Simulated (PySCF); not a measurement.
**ORD: `CC=C=C=C=C(C)OC`, C$_{8}$H$_{10}$O**

Molfile (atoms numbered from 1):
```
C8H10O
     RDKit          3D

 19 18  0  0  0  0  0  0  0  0999 V2000
    4.0449   -0.0609   -1.3066 C   0  0  0  0  0  0  0  0  0  0  0  0
    3.2181   -1.3085   -1.2663 C   0  0  0  0  0  0  0  0  0  0  0  0
    1.8997   -1.3559   -1.2524 C   0  0  0  0  0  0  0  0  0  0  0  0
    0.6156   -1.3971   -1.2377 C   0  0  0  0  0  0  0  0  0  0  0  0
   -0.6633   -1.4374   -1.2196 C   0  0  0  0  0  0  0  0  0  0  0  0
   -1.9908   -1.5024   -1.2572 C   0  0  0  0  0  0  0  0  0  0  0  0
   -2.7443   -1.5570   -2.5513 C   0  0  0  0  0  0  0  0  0  0  0  0
   -2.6748   -1.5826   -0.0879 O   0  0  0  0  0  0  0  0  0  0  0  0
   -4.0164   -1.1744   -0.0521 C   0  0  0  0  0  0  0  0  0  0  0  0
    4.6922    0.0071   -0.4158 H   0  0  0  0  0  0  0  0  0  0  0  0
    3.4161    0.8385   -1.3496 H   0  0  0  0  0  0  0  0  0  0  0  0
    4.7138   -0.0645   -2.1836 H   0  0  0  0  0  0  0  0  0  0  0  0
    3.7684   -2.2611   -1.2435 H   0  0  0  0  0  0  0  0  0  0  0  0
   -2.0395   -1.5641   -3.3910 H   0  0  0  0  0  0  0  0  0  0  0  0
   -3.4153   -0.6913   -2.6742 H   0  0  0  0  0  0  0  0  0  0  0  0
   -3.3624   -2.4689   -2.6072 H   0  0  0  0  0  0  0  0  0  0  0  0
   -4.3563   -1.3194    0.9815 H   0  0  0  0  0  0  0  0  0  0  0  0
   -4.1310   -0.1067   -0.3112 H   0  0  0  0  0  0  0  0  0  0  0  0
   -4.6621   -1.7732   -0.7167 H   0  0  0  0  0  0  0  0  0  0  0  0
  1  2  1  0
  2  3  2  0
  3  4  2  0
  4  5  2  0
  5  6  2  0
  6  7  1  0
  6  8  1  0
  8  9  1  0
  1 10  1  0
  1 11  1  0
  1 12  1  0
  2 13  1  0
  7 14  1  0
  7 15  1  0
  7 16  1  0
  9 17  1  0
  9 18  1  0
  9 19  1  0
M  END
```

Level of theory: TDDFT CAM-B3LYP/aug-cc-pVDZ circular dichroism and optical rotation, one conformer, gas phase in PySCF 2.14.0. Geometry: PBE0-D3(BJ)/def2-SVP.

No stereocentre is labelled: unless the shape is locked (an allene, a helicene, a hindered biaryl), the mirror image is equally populated and a measured rotation or CD is zero.

Question: Give the optical rotatory dispersion at 633, 589.3, 546, 436 nm.

Answer: [α] in deg dm⁻¹ (g/mL)⁻¹:
```
λ (nm)  origin-invariant length gauge  modified velocity gauge  length gauge (centre of mass)  isotropic polarisability (au)
   633                          +39.4                    +24.0                          +40.2                          149.1
 589.3                           +7.2                    -12.2                           +8.2                          150.9
   546                          -65.7                    -91.3                          -64.5                          153.2
   436                        -1554.9                  -1642.4                        -1551.9                          163.9
```

The shortest wavelength is close to the first absorption, where this undamped response comes out too large.

Where the gauges differ in sign the basis doesn't settle the rotation.

The first excitation lies at 3.22 eV (385 nm) with R = -11.5 × 10⁻⁴⁰ esu² cm² (velocity form).
